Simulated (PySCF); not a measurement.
BH5OSi, SMILES BO[SiH3].

Geometry optimised at r2SCAN-D4/def2-TZVP.

Level of theory: CAM-B3LYP/def2-TZVPD in PySCF.

The molecule is in vacuum.

Computed frontier levels, gap, dipole moment and polarisability:
- highest occupied level: -9.99 eV
- lowest empty level: 0.28 eV
- orbital gap: 10.27 eV
- dipole moment: 0.204 e·Å
- quadrupole, principal values (traceless, Buckingham form, about the centre of nuclear charge): -1.73, -0.23, 1.96 D·Å
- mean static polarisability: 45.5 bohr³ (6.75 Å³)
- polarisability, principal values: 40.0, 43.8, 52.8 bohr³
